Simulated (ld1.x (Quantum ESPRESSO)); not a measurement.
# P: one change to a TM potential, before and after

ld1.x (Quantum ESPRESSO) 7.5 input, shortened:

```
&input
   title='P', zed=15., rel=0, dft='PW91', iswitch=3,
   config='[Ne] 3s2 3p2'
 /
 &inputp
   pseudotype=2, tm=.true., lloc=0,
   nlcc=.false.
 /
2
3P  2  1   2.00   0.00  1.50  1.50  0.0
3S  1  0   2.00   0.00  1.70  1.70  0.0
 &test
   configts(1)='3s2 3p2'
 /
```

All-electron outer shells of the reference configuration (PW91, non-relativistic, ld1.x):

```csv
shell,level (eV),outermost node (bohr),outermost maximum (bohr)
3s,-23.26,0.66,1.56
3p,-14.28,0.64,1.76
```

Change: functional LDA (PZ).

Cutoffs: the cutoffs (Ry, on a coarse ladder) from which the occupation-weighted sum of valence levels, in a spherical-Bessel basis at the reference potential, stays within 10 and 1 mRy of its value at 400 Ry; they do not see the model core or the augmentation charge, which bear on the density cutoff. Errors are all-electron minus pseudo energies relative to the spin-unpolarised reference configuration.

Question: How do hardness, ghosts and transferability respond?

Answer: The potential gets neither clearly harder nor softer (30 Ry and 50 Ry → 30 Ry and 50 Ry); the number of tests with a reliable result goes from 7 to 9; of the 7 tests that both files solve, the error grows in 6 and shrinks in 0 by more than 15 % and 0.3 meV (median size 3.3 → 6.3 meV); neither file shows a bound ghost.

| quantity | base | changed |
| --- | --- | --- |
| cutoff, loose | 30 Ry | 30 Ry |
| cutoff, tight | 50 Ry | 50 Ry |
| bound ghosts | none | none |
| error for 3s2 3p3, meV [ΔE -9.79 → -9.83 eV] | +3.3 | +5.6 |
| error for 3s2 3p1, meV [ΔE 19.22 → 19.26 eV] | +9.1 | +17 |
| error for 3s2 3p0, meV [ΔE 49.05 → 49.17 eV] | +55 | +107 |
| error for 3s1 3p3, meV [ΔE 9.03 → 8.98 eV] | +2.7 | +2.7 |
| error for 3s0 3p5, meV [ΔE 7.25 → 7.12 eV] | +2.3 | +6.3 |
| error for 3s1 3p0, meV [ΔE 101.02 → 101.23 eV] | +220 | +432 |
| error for 3s2 3p2.5, meV [ΔE -5.99 → -6.01 eV] | +1.1 | +1.9 |
| s: phases at 1.84 bohr within 0.05 rad from the reference energy up to (Ry; the scan ends near 5) | 3.5 | 3.4 |
| p: phases at 1.84 bohr within 0.05 rad from the reference energy up to (Ry; the scan ends near 5) | 3.9 | 3.9 |
